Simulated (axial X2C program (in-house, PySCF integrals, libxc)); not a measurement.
**GaO: properties at the nuclei**

Calculated with an in-house all-electron X2C program for linear molecules (integrals from PySCF): two-component X2C with atomic mean-field Coulomb and Gaunt terms, Gaussian nuclei, basis Ga dyall-cv3z, O dyall-av3z with contracted cores.

R = 1.701 Å (near the PBE0 minimum at charge 0 of the determinant lowest at the starting distance; the state shown can have its own minimum elsewhere).

Determinant lowest in the PBE0 search, Ω = 1/2 (⟨Sz⟩ = 0.50, ⟨Lz⟩ = 0.00 at PBE0), spin on the atoms Ga 0.20, O 0.30:

```tsv
level	Eeff magnitude (GV/cm)	Ws magnitude Ga (kHz)	A∥/gI Ga (MHz)	qzz Ga (a.u.)	A∥/gI O (MHz)	qzz O (a.u.)	μ (D)
PBE0	2.45	2.15	703	-1.82	195	2.03	-3.78
HF	1.66	1.49	-615	-2.09	300	2.72	-2.90
r2SCAN	2.59	2.26	929	-1.72	214	1.88	-3.64
BP86	2.38	2.08	1150	-1.55	186	1.81	-3.60
PBE	2.39	2.09	1170	-1.58	192	1.79	-3.64
```

Eeff is the effective electric field on the electron electric dipole moment in this Ω state and Ws the scalar–pseudoscalar constant of the nucleus named (defined with the proton number Z and per Ω); A∥ (defined per Ω) follows by multiplying with gI = μI/(I μN); qzz is the electric field gradient, eQq0 = 234.96 MHz × Q/barn × qzz; μ is positive if the O end (last atom) is positive. The operators were transformed with the bare-nucleus X2C matrices; with these basis sets, hyperfine constants and field gradients can be off by tens of per cent, and where levels differ in sign neither size nor sign is settled.

Problem. With Q(69Ga) = 0.171 barn, gI(17O) = -0.7575, Q(17O) = -0.02558 barn (g factors from the IAEA table of nuclear moments by Stone; Q from Pyykkö, Mol. Phys. 2018), turn the PBE0 values of the first state into constants in MHz.

Solution. eQq0(69Ga) = 234.96 × (0.171) × (-1.82) = -73.1 MHz; A∥(17O) = 195 × -0.7575 = -148 MHz; eQq0(17O) = 234.96 × (-0.02558) × (2.03) = -12.2 MHz.

Each state is one determinant with collinear spin. Unrestricted Hartree–Fock can overshoot spin polarisation at the nuclei. At HF a later determinant lies lower. The search compared states at one distance, so a state with another bond length can lie lower. Further determinants of the search, some of them spin-mixed, are not shown.
